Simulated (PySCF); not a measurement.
Computed shifts of a molecule H₉NSi₃, PySCF with B3LYP/pcSseg-1, GIAO, gas phase, atoms alike by connectivity averaged where their shifts nearly agree, in ppm (number of nuclei): ²⁹Si: -42.4 (3). ¹⁵N: 0.7 (1). ¹H: 4.95 (9). References: ²⁹Si against TMS (σ = 338.7 ppm); ¹⁵N against NH3 (σ = 265.5 ppm); ¹H against TMS (σ = 31.68 ppm), references at their B3LYP-D3(BJ)/def2-TZVP geometries, non-relativistic. Geometry optimised at B3LYP-D3(BJ)/def2-SVP. A frequency run showed that this geometry is not a minimum. One conformer was computed; it need not be the lowest.

Q: Which structure fits?
A) N[SiH2][SiH2][SiH3]
B) N[SiH]([SiH3])[SiH3]
C) [SiH3]N[SiH2][SiH3]
D) [SiH3]N([SiH3])[SiH3]

A: D, [SiH3]N([SiH3])[SiH3]
